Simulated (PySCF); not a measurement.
Mg(iPr)(OH) (C₃H₈MgO), SMILES C[CH](C)[Mg][OH].

Coordinates come from a PBE-D3(BJ)/def2-SVP optimisation. The structure was generated by enumeration; whether it is a known compound was not checked. Other conformers were not sampled.

Two levels are set side by side: PBE/def2-TZVP (PySCF) and r2SCAN/def2-TZVP (PySCF). Same geometry, gas phase. Differences are taken from unrounded values.

```
quantity                       PBE
---------------------------  -----
orbital gap (eV)              3.67
highest occupied level (eV)  -5.22
lowest empty level (eV)      -1.55
dipole moment (D)             0.64
mean polarisability (bohr³)   72.9
```

These are the PBE values. What does r2SCAN give? (An estimate is asked for; the answer gives what the named calculation found.)


```
quantity                     r2SCAN  PBE minus r2SCAN
---------------------------  ------  ----------------
orbital gap (eV)               4.18             -0.51
highest occupied level (eV)   -5.32              0.10
lowest empty level (eV)       -1.14             -0.41
dipole moment (D)              0.64              0.00
mean polarisability (bohr³)    69.6               3.3
```

Rough cost on one machine, each run with all the roots and properties that it gave: r2SCAN against PBE about 3 times.
